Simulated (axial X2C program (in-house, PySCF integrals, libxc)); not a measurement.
## Levels of PtSi⁻ by electron attachment to PtSi (EOM-EA-CCSD)

Calculated with an in-house all-electron X2C program for linear molecules (integrals from PySCF): two-component X2C with atomic mean-field Coulomb and Gaunt terms, Gaussian nuclei, basis Pt dyall-acv3z, Si dyall-av3z with contracted cores.

R = 1.908 Å (0.920 times 2.074 Å, the PBE0 minimum at charge 0 for the lowest determinant).

Levels of PtSi⁻ obtained by attaching an electron to PtSi:

| Ω | binding energy (eV) | above lowest (cm⁻¹) | attached spinor | one-particle weight |
| --- | --- | --- | --- | --- |
| 1/2 | 0.598 | 0 | 51% Si pπ, 31% Pt pπ, 10% Pt dπ | 0.94 |
| 3/2 | 0.406 | 1553 | 53% Si pπ, 31% Pt pπ, 11% Pt dπ | 0.95 |
| 1/2 | -0.137 | 5927 | 58% Pt sσ, 22% Pt pσ | 0.97 |
| 1/2 | -0.366 | 7778 | 90% Pt pσ | 1.00 |
| 1/2 | -0.433 | 8316 | 94% Pt pπ | 1.00 |
| 3/2 | -0.440 | 8377 | 94% Pt pπ | 0.99 |
| 1/2 | -0.887 | 11976 | 40% Pt sσ, 27% Pt pσ, 10% Si pσ | 0.97 |

(1) What is the splitting of the first π pair in the table, and is it regular or inverted?

Negative binding energies belong to unbound states, resonances or levels that the basis set holds; within some tenths of an eV of zero the sign is not settled.

This point took 45 s on 1 thread of Arm Neoverse N1, on a shared host.

Reference electrons by ω block (each with its −ω partner): 1/2: 27, 3/2: 13, 5/2: 5, 7/2: 1. 14 electrons of PtSi correlated (inner shells frozen), 92 natural virtual spinors (a truncated set); levels can be off by some tenths of an eV. Roots sought by Ω: (1/2: 5, 3/2: 4, 5/2: 2, 7/2: 1); rows need 60 % one-particle weight and stop where some Ω has no more roots. Missing are any skipped roots, higher Ω and states of a further excitation; these come out far too high here and may in truth be low or lowest. T1 of the reference 0.036 (Lee–Taylor). Number of frozen shells: Pt 5 s, 4 p, 2 d, 1 f; Si 2 s, 1 p. Large amplitudes in the reference (orbital relaxation or multireference character) lower the reliability.

Results:

(1) E(3/2) − E(1/2) = 1553 − 0 = 1553 cm⁻¹ at EOM-EA-CCSD: regular, Ω = 1/2 lower. Splittings at this level can be off by ten to twenty per cent.
